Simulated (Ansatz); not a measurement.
Born–Oppenheimer molecular dynamics of Cl₃GeH (5 atoms, charge 0, multiplicity 1). It starts at the highest image of a converged band, a first-order saddle point between two minima.

Theory: Ansatz, RKS PBE0-D4/def2-SVP.

| Property | Result |
| --- | --- |
| ensemble | NVE (velocity Verlet) |
| time step | 0.5 fs |
| steps asked | 200 |
| starting velocities drawn for | 100 K |
| seed | 2869 |

First frame:

```xyz
5
Properties=species:S:1:pos:R:3
Ge -0.331 0.000 0.382
H 0.830 0.000 1.522
Cl 2.150 0.000 0.409
Cl -0.825 1.723 -0.802
Cl -0.825 -1.723 -0.802
```

Question: How far do the bonds stretch over the last three quarters of this one trajectory? (Pairs bonded in most of those frames.)

Answer: 
| bond | mean (Å) | spread (Å) | shortest | longest |
| --- | --- | --- | --- | --- |
| Ge1–Cl4 | 2.224 | 0.063 | 2.11 | 2.30 |
| Ge1–Cl5 | 2.211 | 0.049 | 2.13 | 2.27 |
| H2–Cl3 | 1.307 | 0.071 | 1.20 | 1.42 |

Mean temperature of the second half: 2244 K. The conserved energy stayed within 0.45 meV per atom of its start (net change 0.021 meV per atom), so the integration is sound. The kinetic energy rose, since the run started high on the potential surface and went downhill. It ends in pieces (Cl2Ge + ClH), so much of that is their flight and rotation, not heat. A run of 0.1 ps of so small a system gives no equilibrium averages. The orbitals stay closed-shell, which can raise the energy where a bond breaks towards radicals; this wasn't checked here.

The run took 8.3 min on 2 threads of Intel(R) Xeon(R) Platinum 8259CL CPU @ 2.50GHz (Skylake/Cascade Lake), on a shared host, peak memory 0.22 GiB.
